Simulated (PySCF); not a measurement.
## C⁺ (carbon, charge +1): B3LYP calculation

Configuration: [He] 2s2 2p1, 2P determinant. Computed with PySCF 2.14 in pcseg-2, with no relativity, point nucleus.

* Total energy: -37.4346 hartree
* One-electron energy: -47.5894 hartree
* Hartree (Coulomb) energy: 15.0295 hartree
* Exchange-correlation energy: -4.8747 hartree
* Kinetic energy: 37.27544 hartree
* ⟨S²⟩: 0.7522
* ⟨L²⟩: 2.006
* Sum of ⟨r⟩: 4.951 bohr
* Sum of ⟨r²⟩: 8.052 bohr²
* Traceless quadrupole moment −½Σ⟨3z² − r²⟩ along its main axis: -1.04 e·bohr²
* Density at the nucleus (Gaussians lack the cusp): 124 bohr⁻³
* Spin density at the nucleus: 0.0665 bohr⁻³
* Langevin diamagnetic susceptibility: -6.38 ×10⁻⁶ cm³/mol
* Time after the integrals: 0.27 s of wall time on 1 thread of Intel(R) Xeon(R) Platinum 8375C CPU @ 2.90GHz (shared host)

```
shell  electrons  mean orbital energy (hartree)  rms radius, mean of both spins (bohr)
 1s α          1                      -10.88116                                  0.315
 1s β          1                      -10.86165                                  0.315
 2s α          1                       -1.01919                                   1.61
 2s β          1                       -0.95462                                   1.61
 2p α          1                       -0.72001                                   1.64
```
